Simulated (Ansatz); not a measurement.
Relaxation of CH$_{6}$OSSi$_{2}$ (11 atoms, charge 0, multiplicity 1), to a largest force component of 0.02 eV/Å in at most 50 steps.

All numbers below come from Ansatz, RKS r2SCANh/STO-3G.

```xyz
11
Properties=species:S:1:pos:R:3
Si -1.714 0.950 0.982
S 0.280 1.464 0.604
Si 0.791 -0.514 0.145
C 1.881 -0.725 -1.379
O 0.390 -0.864 -1.413
H -2.462 2.249 1.391
H -2.377 0.466 -0.252
H -1.805 0.021 2.065
H -0.506 -1.258 -1.560
H 2.252 0.154 -1.780
H 2.388 -1.636 -1.428
```

Q: Where does it end, and by what steps?

A: The forces met the threshold. Limits of this set-up: minimal basis. After 13 steps the energy has fallen by 3.569 eV; H9 moved furthest, 1.41 Å.

```csv
step,energy less start (eV),largest force component (eV/Å),accepted
0,0.0000,6.853,yes
1,-1.8309,3.072,yes
2,-2.6398,2.764,yes
3,-3.0323,1.812,yes
4,-3.2115,1.392,yes
5,-3.3775,0.698,yes
6,-3.4639,0.248,yes
7,-3.5161,0.568,yes
8,-3.5364,0.499,yes
9,-3.5635,0.120,yes
10,-3.5665,0.171,yes
11,-3.5684,0.068,yes
12,-3.5692,0.022,yes
13,-3.5693,0.013,yes
```

```xyz
11
Properties=species:S:1:pos:R:3
Si -1.861 1.170 1.191
S -0.041 1.210 0.113
Si 0.341 -0.901 0.012
C 1.808 -0.703 -1.186
O 0.516 -0.891 -1.985
H -2.238 2.524 1.518
H -2.945 0.585 0.431
H -1.760 0.425 2.427
H 0.550 -1.873 -2.257
H 2.225 0.271 -1.480
H 2.519 -1.511 -1.410
```

Whether the end is a true minimum wasn't checked by a vibrational analysis.

The run took 76 s on 1 thread of Arm Neoverse V1 (shared host), peak memory 0.17 GiB.
